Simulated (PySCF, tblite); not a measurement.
One entry of a table of gas-phase calculations, keyed by method. Lists by class give the value and the number of equivalent atoms.

```json
{
 "formula": "C6H13PSi",
 "smiles": "C#CPC[Si](C)(C)C",
 "inchi": "InChI=1S/C6H13PSi/c1-5-7-6-8(2,3)4/h1,7H,6H2,2-4H3",
 "charge": 0,
 "multiplicity": 1,
 "geometry_level": "GFN2-xTB",
 "atoms_angstrom": [
  ["C", 4.529, 0.369, 0.827],
  ["C", 3.367, 0.134, 1.03],
  ["P", 1.657, -0.065, 1.434],
  ["C", 0.949, 0.414, -0.214],
  ["Si", -0.928, 0.025, -0.317],
  ["C", -1.56, 0.582, -2.027],
  ["C", -1.205, -1.848, -0.09],
  ["C", -1.809, 0.983, 1.075],
  ["H", 5.546, 0.538, 0.62],
  ["H", 1.665, -1.449, 1.187],
  ["H", 1.107, 1.488, -0.325],
  ["H", 1.511, -0.083, -1.005],
  ["H", -1.406, 1.646, -2.178],
  ["H", -2.622, 0.387, -2.129],
  ["H", -1.053, 0.059, -2.832],
  ["H", -0.638, -2.427, -0.814],
  ["H", -2.252, -2.107, -0.212],
  ["H", -0.901, -2.172, 0.901],
  ["H", -2.884, 0.837, 1.037],
  ["H", -1.619, 2.05, 1.001],
  ["H", -1.464, 0.657, 2.052]
 ],
 "electronic_structure_code": "PySCF",
 "results": {
  "GFN2-xTB geometry": {
   "point_group": "C1",
   "rotational_constants_GHz": [2.531, 0.663, 0.64]
  },
  "PBE0/pcSseg-1 ground state and GIAO shieldings, non-relativistic": {
   "dipole_D": 1.55,
   "homo_eV": -6.94,
   "lumo_eV": 0.08,
   "shift_vs_computed_TMS_C_by_class_ppm": [
    [99.0, 1],
    [88.3, 1],
    [14.7, 1],
    [-0.9, 3]
   ],
   "shift_vs_computed_TMS_H_by_class_ppm": [
    [4.19, 1],
    [2.21, 1],
    [1.22, 2],
    [0.06, 9]
   ],
   "shielding_other_nuclei_by_class_ppm": [
    ["Si", 348.4, 1],
    ["P", 461.8, 1]
   ],
   "charges_hirshfeld_e_by_atom": [-0.11, -0.12, 0.15, -0.2, 0.41, -0.22, -0.22, -0.22, 0.09, -0.01, 0.04, 0.04, 0.04, 0.04, 0.04, 0.04, 0.04, 0.04, 0.04, 0.04, 0.03]
  },
  "GFN2-xTB harmonic vibrations, gas phase": {
   "strongest_ir_bands_cm-1_km_per_mol_modes": [
    [853.0, 203.9, 1],
    [870.0, 211.0, 1],
    [872.5, 315.0, 1],
    [2201.2, 150.7, 1],
    [3046.7, 73.1, 2],
    [3052.9, 70.9, 1]
   ],
   "zpe_kcal_per_mol": 103.8
  }
 }
}
```

The zero-point energy, half the sum of the 57 harmonic wavenumbers, equals 36310 cm⁻¹ or 434 kJ/mol. With B = h/(8π²I), that is 505.379 GHz u Å² over I, the principal moments of inertia are 199.7, 762.6 and 790.1 u Å² (most abundant isotopes); the inertial defect Ic − Ia − Ib is -172.2 u Å² (zero for a rigid planar frame, negative otherwise). The rotational constants make it an asymmetric top with κ = (2B − A − C)/(A − C) = -0.98, nearer the prolate limit (−1). A dipole of 1.55 D is allowed in C1, and pure rotational transitions are dipole-allowed. The dipole equals about 5.2 × 10⁻³⁰ C·m (1 D = 3.33564 × 10⁻³⁰ C·m).

One conformer (not necessarily the lowest) at the GFN2-xTB geometry, without solvent or vibrations. NMR classes are plain means over equivalent atoms (diastereotopic ones count apart unless rotation or inversion swaps them), as if these changed places fast; in this geometry the members of some classes differ.

Conformer computed: `[CH:1]#[C:2][PH:3][CH2:4][Si:5]([CH3:6])([CH3:7])[CH3:8]`: C2–P3–C4–Si5 170°, P3–C4–Si5–C6 179°.
